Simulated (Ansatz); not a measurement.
Reactions of `[GeH3][SeH]`.

Program: Ansatz. Geometries: PBE0-D4/def2-TZVP. ΔE: electronic, gas phase. CBS: MP2 limit from def2 TZ/QZ plus the TZ coupled-cluster correction, frozen cores. This one scheme is used for every species. Functionals use def2-TZVPP. For Ga, Ge, Se outer-core shells are correlated without core-valence functions, which leaves a few kJ/mol of doubt a bond. Scalar relativity is left out up to krypton. Each species was taken in one conformer, which may not be the lowest.

| reaction | r2SCAN-D4 (kcal/mol) | CCSD(T)/CBS(def2) (kcal/mol) |
| --- | --- | --- |
| `[GeH3][SeH]` + `C[O][GaH2]` → `C[O][GaH][SeH]` + GeH₄ | -13.1 | -13.3 |
| `[GeH3][SeH]` + `CN[SiH2]O` → `C[N]([GeH3])[SiH2]O` + H₂Se | 12.6 | 10.9 |
| `[GeH3][SeH]` + `F[SiH]1CO1` → `F[Si]1([SeH])CO1` + GeH₄ | -3.2 | -2.5 |
| `[GeH3][SeH]` + `OPO` → `OP(O)[SeH]` + GeH₄ | 3.6 | 6.4 |
| `[GeH3][SeH]` + `B[O][GeH2][F]` → `[F][GeH2][O][GeH3]` + `B[SeH]` | 16.3 | 15.7 |
| `[GeH3][SeH]` + `N[SiH](O)O` → `O[SiH](O)[NH][GeH3]` + H₂Se | 11.9 | 10.8 |

Largest T1 diagnostic: 0.015, for `C[O][GaH2]`.
